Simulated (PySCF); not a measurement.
Isomers of C7H8FN, one GFN2-xTB conformer each. Single-point energies are computed at PBE0/pcSseg-1 (PySCF, gas phase, no added dispersion term), electronic only.

```tsv
SMILES	GFN2-xTB relative energy (kcal/mol)
N#C[C@@H]1CC[C@]2(F)C[C@H]12	2.8
N#C[C@@]12CC[C@H](F)[C@@H]1C2	0.0
C#C[C@@H]1C[C@H](F)CC=N1	23.2
```

Conformers: `[N:1]#[C:2][C@@H:3]1[CH2:4][CH2:5][C@:6]2([F:7])[CH2:8][C@H:9]12` with C2–C3–C4–C5 -148°, C3–C4–C5–C6 28°, C4–C5–C6–F7 -160°, C5–C6–C8–C9 -97°; `[N:1]#[C:2][C@@:3]12[CH2:4][CH2:5][C@H:6]([F:7])[C@@H:8]1[CH2:9]2` with C2–C3–C4–C5 159°, C3–C4–C5–C6 -26°, C4–C5–C6–F7 147°, C5–C6–C8–C9 49°; `[CH:1]#[C:2][C@@H:3]1[CH2:4][C@H:5]([F:6])[CH2:7][CH:8]=[N:9]1` with C2–C3–C4–C5 -168°, C3–C4–C5–F6 -179°, C4–C5–C7–C8 -44°, C5–C7–C8–N9 14°.

Question: What does PBE0/pcSseg-1 give for the same structures?

Answer: 
```
                       SMILES  PBE0/pcSseg-1 E (Eh)  PBE0/pcSseg-1 (kcal/mol)  GFN2-xTB (kcal/mol)  point group
N#C[C@@]12CC[C@H](F)[C@@H]1C2            -425.58761                       0.0                  0.0           C1
 N#C[C@@H]1CC[C@]2(F)C[C@H]12            -425.58124                       4.0                  2.8           C1
     C#C[C@@H]1C[C@H](F)CC=N1            -425.52851                      37.1                 23.2           C1
```

Both levels put the same isomer lowest; measured from each level's own lowest isomer, the values differ by up to 13.9 kcal/mol (C#C[C@@H]1C[C@H](F)CC=N1: 23.2 against 37.1). As drawn, the lowest has a three-membered ring, a C≡N group and a quaternary carbon, which the highest lacks; the highest has a C≡C bond and a C=N bond, which the lowest lacks.

Question: Which frontier levels, dipoles and rotational constants go with these structures?

Answer: 
```
                       SMILES  HOMO (eV, PBE0/pcSseg-1)  LUMO (eV)  dipole (D)      A, B, C (MHz)
N#C[C@@]12CC[C@H](F)[C@@H]1C2                     -8.47       0.51        2.95   3766, 1142, 1010
 N#C[C@@H]1CC[C@]2(F)C[C@H]12                     -8.25       0.68        2.94   3699, 1171, 1012
     C#C[C@@H]1C[C@H](F)CC=N1                     -7.37      -0.38        0.87  3107, 1146, 893.4
```
